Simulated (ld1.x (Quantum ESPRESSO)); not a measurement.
# Configuration tests for zirconium (Zr) (TM)

* Element: Zr (Z = 40)
* Generator: ld1.x (Quantum ESPRESSO) 7.5
* Type: norm-conserving Troullier–Martins (Kleinman–Bylander form)
* Functional: PBE
* Relativity: scalar-relativistic
* Frozen core: [Ar] 3d10
* Valence charge: 12
* Reference configuration: 4s2 4p6 4d2 5s1.5 5p0 (charge +0.5)
* Partial waves: 4s (bound): rc 1.90 bohr; 4p (bound): rc 1.80 bohr; 4d (bound): rc 2.40 bohr
* Local potential: all-electron potential smoothed inside 2.40 bohr (lloc = -1)
* Core correction: none

Occupied shells without a wave of their own: 5s. They enter only through the test configuration that unscreens the potential.

Energies are relative to the spin-unpolarised reference configuration 4s2 4p6 4d2 5s1.5 5p0; without spin polarisation the order of configurations can differ from experiment. Not all tests gave a result: 2 of 7 tests not solved or not reliable. Left out of the table: 4s2 4p6 4d2 5s1 5p0 (solver errors, printed error -1179 eV); 4s1 4p6 4d2 5s2 5p0 (solver errors, printed error -27.0 eV). The frozen-core shift is the all-electron ΔE with the core orbitals held at their reference shape minus the fully relaxed ΔE.

```csv
valence configuration,charge,ΔE all-electron (eV),error AE − PS (meV),frozen-core shift (meV)
4s2 4p6 4d2 5s2 5p0,0,-2.880,+1504,-0.4
4s2 4p6 4d2 5s0 5p0,+2,17.198,-8028,+1.9
4s2 4p6 4d2 5s1 5p1,0,0.162,-1605,-0.2
4s2 4p6 4d3 5s0 5p0,+1,4.641,-5216,+3.4
```

Q: What are ΔE and the potential's error for 4s2 4p6 4d1 5s0 5p0?

A: ΔE = 39.824 eV all-electron; the error (AE − PS) is -11618 meV.

Levels in the configuration 4s2 4p6 4d3 5s0 5p0:

```json
{"level": "4s", "all-electron (eV)": "-58.454", "pseudo (eV)": "-62.697"}
{"level": "4p", "all-electron (eV)": "-36.578", "pseudo (eV)": "-40.266"}
{"level": "4d", "all-electron (eV)": "-8.156", "pseudo (eV)": "-10.496"}
```

These tests converged, but a pseudo level misses the all-electron one widely, so the file describes the atom poorly there or has found another state: 4s2 4p6 4d2 5s2 5p0: 5s by 2.6 eV; 4s2 4p6 4d2 5s0 5p0: 4s by 5.2 eV; 4s2 4p6 4d2 5s1 5p1: 5s by 3.9 eV; 4s2 4p6 4d3 5s0 5p0: 4s by 4.2 eV; 4s2 4p6 4d1 5s0 5p0: 4s by 5.8 eV. The 5s level has no wave, so the channel is fitted at the deeper level alone: the likely source of the large errors. A variational frozen-core shift is positive and of second order in the change. This column holds negative values, so the frozen-core run of ld1.x carries numerical noise or an error of first order here, and the column gives no more than the rough size of the effect.

A Bessel basis up to 400 Ry misses an occupied level by 0.05 Ry, so cutoffs and ghosts were not judged. The potential misses its own reference levels by up to 3.5 eV, so it is not fit for use.
